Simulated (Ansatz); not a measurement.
```yaml
crystal:
  periodic: [false, false, false]
  atoms:
    - {symbol: B, position_ang: [0.122473, 0.672471, 0.820570]}
    - {symbol: B, position_ang: [0.664089, -0.828410, -0.115166]}
    - {symbol: N, position_ang: [0.644538, 0.604612, -0.596684]}
    - {symbol: B, position_ang: [-0.773533, -0.725602, 0.716106]}
    - {symbol: B, position_ang: [-0.793541, 0.149391, -0.698940]}
    - {symbol: H, position_ang: [0.387032, 1.535254, 1.605122]}
    - {symbol: H, position_ang: [1.525674, -1.619994, -0.362085]}
    - {symbol: H, position_ang: [1.256609, 1.178725, -1.163289]}
    - {symbol: H, position_ang: [-1.494660, -1.402039, 1.383667]}
    - {symbol: H, position_ang: [-1.538682, 0.435583, -1.589311]}
basis:
  gaussian: {orbitals: "6-31++G**"}
hamiltonian: {xc: {name: B97}, pseudopotentials: {relativity: none}}
scf: {omitted_lower_state_checks: [starts]}
```

```sh
$ ansatz run in.yaml --threads 4 --pin off --events-out ev --progress --plain --max-ram 3916MiB
```

Output, abridged:

```
Functional definition: B97
1202 factors; their error is unknown
mean field evaluation 1: about -4265.4655 eV, gradient 6.3e1 eV
mean field evaluation 2: about -4256.7504 eV, gradient 8.7e1 eV
mean field evaluation 4: about -4275.8009 eV, gradient 8.3e0 eV
mean field evaluation 8: about -4275.9795 eV, gradient 1.1e-1 eV
mean field evaluation 16: about -4275.9277 eV, gradient 1.2e-4 eV
mean field -4275.92770254 eV, -157.1374447404 hartree, gradient 1.4e-5 eV, S^2 0.000000; 0 other end points of the search recorded, 0 dependent functions left out
reference -4275.92776747 eV, -157.1374471267 hartree; 16, 16 occupied and 109, 109 virtual orbitals, 1202 factors
Total energy: -4275.92776747 eV, -157.1374471267 hartree
Checks for a lower state left out: starts
```

It took 2.8 s on 4 threads of Arm Neoverse V1 on a shared host.

The 6-31G sets use Cartesian d functions.
